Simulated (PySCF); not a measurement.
**Dipole moment and polarisability of `C=C(F)SC(C#N)C#N`**

Compound: C5H3FN2S.
SMILES with atom numbers: `[CH2:1]=[C:2]([F:3])[S:4][CH:5]([C:6]#[N:7])[C:8]#[N:9]` (hydrogens: H10, H11 on C1; H12 on C5)

Geometry (GFN2-xTB, Å), atoms numbered from 1 in this order:
```xyz
12
C5H3FN2S angstrom
C      2.132    0.583   -1.278
C      0.992    0.273   -0.689
F     -0.157    0.173   -1.366
S      0.853   -0.052    1.051
C     -0.969   -0.378    1.235
C     -1.722    0.801    0.876
N     -2.281    1.755    0.594
C     -1.350   -1.534    0.457
N     -1.612   -2.455   -0.165
H      2.168    0.766   -2.336
H      3.039    0.657   -0.710
H     -1.092   -0.590    2.304
```

Level: PBE0/def2-SVPD (PySCF), static field, nuclei fixed, core orbitals frozen in the response. The polarisability tensor in these axes (au):

```
x    97.03   4.69 -10.31
y     4.69  81.89  -1.54
z   -10.31  -1.54  80.10
```

Question: What are the eigenvalues, a third of the trace, and Δα (Δα² = ½Σ(αi − αj)² over the three pairs)?

Answer: Principal values 75.16, 80.82 and 103.05 au; mean 86.34 au = 12.79 Å³ = 14.24 × 10⁻⁴⁰ C²·m²/J; Δα = 25.53 au (30 % of the mean).

Question: What is the dipole moment, and where does it point?

Answer: (3.19, 0.14, 2.20) D, 3.88 D in size, pointing from the negative to the positive side. Measured along this direction, the outermost atoms are N9 and N7 at the negative end and H11 at the positive end.

Question: What molar refraction does this α imply?

Answer: Lorentz–Lorenz: R = (4π/3)N_A α = 2.5225 cm³/(mol·Å³) × 12.79 Å³ = 32.3 cm³/mol, in the limit of long wavelengths.

Question: In TDDFT the mean static polarisability is Σ f/ω² over all singlet excitations (ω in hartree). How much of it do the 6 lowest give? Their energies (eV) and oscillator strengths: 4.15, 0.0018; 5.81, 0.0024; 6.06, 0.0051; 6.17, 0.2596; 6.37, 0.0069; 6.52, 0.0002.

Answer: They add up to 5.41 au, 6.3 % of the 86.34 au; the largest single term is 5.04 au, from the state at 6.17 eV. Terms in order: 0.08, 0.05, 0.10, 5.04, 0.13, 0.00 au. Higher excitations give the rest. The strengths listed sum to 0.276.

Question: Find the Langevin capture rate constant for O2+ (31.990 u) meeting this molecule (142.000 u), k = 2.342 × 10⁻⁹ cm³/s × √(α in Å³ / reduced mass in u).

Answer: The reduced mass is 26.11 u, so k = 1.64 × 10⁻⁹ cm³/s. The formula leaves out the permanent dipole, which adds to the capture rate.

Geometry: GFN2-xTB, one conformer, isolated molecule.
